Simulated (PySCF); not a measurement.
# Steps of a relaxation of [SmF3(H2O)]−

[SmF3(H2O)]− (singlet in the valence; each metal's 4f electrons, 6 of them, lie in its core potential, out of spins and levels). PySCF 2.14.0, RKS PBE0, Sm lcecp-0-SVP with ECP52, F def2-SVP, O def2-SVP, H def2-SVP; non-relativistic Hamiltonian with scalar-relativistic core potentials where named; density fitting; no spin-orbit coupling. Origin of the start: displaced along the imaginary mode. Columns: position (Å) and force (eV/Å). Energies are counted from the last step; some of the 23 steps are shown. Forces carry noise of the integration grid, about 0.01 to 0.03 eV/Å.

Run from Python with OMP_NUM_THREADS=2. Where DIIS fails, smearing, a level shift and second-order steps follow.
It took 90 s on 2 threads of Arm Neoverse V2, with other jobs on the host, from the converged density of the start.

```xyz
7
step 0  E = 0.328 eV
Sm    0.1685   -0.0649    0.0649     0.06    0.04   -0.02
F     1.2479    1.1674    1.5643     0.01   -0.02    0.00
F    -2.0959   -0.3611    0.3786    -0.08    0.18    0.11
F     1.2478   -1.5634   -1.1697    -0.01    0.01    0.00
O    -1.8095    1.4057   -1.3972    -0.70   -1.31    0.70
H    -2.1337    1.2354   -0.4514     0.34   -0.18   -1.16
H    -2.0870    0.5070   -1.7301     0.37    1.29    0.38
```

```xyz
7
step 7  E = 0.026 eV
Sm    0.1462    0.0003    0.1332    -0.04    0.17    0.04
F     1.3805    1.1168    1.5911     0.05   -0.03    0.01
F    -2.1562   -0.1395    0.6141    -0.04   -0.03   -0.01
F     1.1365   -1.4724   -1.2014    -0.04   -0.01   -0.01
O    -1.8202    1.3174   -1.3151     0.09   -0.01    0.14
H    -2.1834    0.7885   -0.5125     0.04   -0.04   -0.04
H    -1.9651    0.7151   -2.0499    -0.06   -0.05   -0.12
```

```xyz
7
step 15  E = 0.001 eV
Sm    0.1478    0.1257    0.1946    -0.05    0.01   -0.01
F     1.5217    1.0754    1.6597     0.00    0.00    0.00
F    -2.1618   -0.1565    0.6150     0.02    0.01    0.00
F     0.9738   -1.3820   -1.2036     0.00    0.00   -0.01
O    -1.8174    1.2634   -1.3351     0.01   -0.02   -0.04
H    -2.1856    0.6960   -0.5612     0.00   -0.01    0.02
H    -1.9403    0.7042   -2.1100     0.01    0.01    0.03
```

Question: Where does the relaxation end?

Answer: It converges at step 22 in C1:
```xyz
7
step 22  E = 0
Sm    0.1359    0.1381    0.2062
F     1.5274    1.0591    1.6746
F    -2.1684   -0.1300    0.6372
F     0.9329   -1.3334   -1.2490
O    -1.8123    1.2442   -1.3456
H    -2.1886    0.6955   -0.5628
H    -1.8887    0.6526   -2.1012
```

Question: How did the contacts change?

Answer: 
| contact | start (Å) | end (Å) |
| --- | --- | --- |
| Sm1–F2 (F) | 2.221 | 2.223 |
| Sm1–F3 (F) | 2.305 | 2.360 |
| Sm1–F4 (F) | 2.221 | 2.218 |
| Sm1–H6 (H2O) | 2.694 | 2.511 |
Short contacts between ligands at the end: H6···F3 1.46 Å.

An lcecp potential fixes the number of 4f electrons, so in runs with it no electron can move into or out of that shell.
